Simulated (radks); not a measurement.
Q: Isoelectronic series with 1 electrons, all held in the configuration 1s1, which need not be the ground one along the series. Calculated with a radial shooting solver on a logarithmic mesh with Libxc functionals: scalar-relativistic Kohn-Sham, SCAN, spin-polarised, spherical densities, finite nucleus; open shells are filled with parallel spins first (spin-orbit coupling, left out, can overturn this in heavy ions); meta-GGA in the generalised Kohn-Sham scheme; Fermi nuclear charge, rms radius of each element as measured or else 0.836 A^(1/3) + 0.57 fm. Total energies (hartree) and orbital eigenvalues (hartree):

ion    E (hartree)      1s up
Se33+   -587.20365  -580.0120
Tc42+   -948.48899  -939.2627
Pd45+  -1089.65077  -1079.725
In48+  -1241.58004  -1230.942
Te51+  -1404.55549  -1393.192
Cs54+   -1578.8923  -1566.788
Ce57+   -1764.9342  -1752.072
Pm60+   -1963.0644  -1949.426

Estimate the row of Rb36+.

A: E (hartree) -697.48062; 1s up -689.6203.
